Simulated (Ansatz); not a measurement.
BGaH₅NO, SMILES `OB[NH][GaH2]`, relaxed with RKS PBE0-D4/def2-TZVP in the Gaussian-basis code of Ansatz from a GFN2-xTB geometry. The force threshold is 0.005 eV/Å; the program also tests the step.

Total charge 0; spin multiplicity 1.

Start:

```xyz
9

O    -0.460   -0.813    0.744
B     0.319   -0.994   -0.435
N     0.616    0.253   -0.953
Ga   -0.294    1.259    0.390
H    -0.741   -1.600    1.215
H     0.600   -2.063   -0.822
H     1.159    0.376   -1.794
H    -1.732    1.753    0.085
H     0.535    1.829    1.570
```

| step | energy (eV) | largest force (eV/Å) | largest move (Å) |
| --- | --- | --- | --- |
| 1 | -56665.2238 | 0.673 | 0.000 |
| 2 | -56665.2649 | 0.386 | 0.037 |
| 3 | -56665.2776 | 0.229 | 0.032 |
| 4 | -56665.2801 | 0.247 | 0.034 |
| 5 | -56665.2837 | 0.050 | 0.017 |
| 6 | -56665.2837 | 0.025 | 0.001 |
| 7 | -56665.2838 | 0.008 | 0.003 |
| 8 | -56665.2838 | 0.004 | 0.002 |

End:

```xyz
9

O    -0.455   -0.871    0.739
B     0.321   -1.025   -0.441
N     0.597    0.234   -0.925
Ga   -0.295    1.308    0.387
H    -0.750   -1.638    1.228
H     0.619   -2.111   -0.843
H     1.130    0.437   -1.750
H    -1.744    1.796    0.045
H     0.576    1.871    1.561
```

Run time 38 s (2 threads of an Arm Neoverse V2 on a shared host); peak host memory 0.39 GiB.
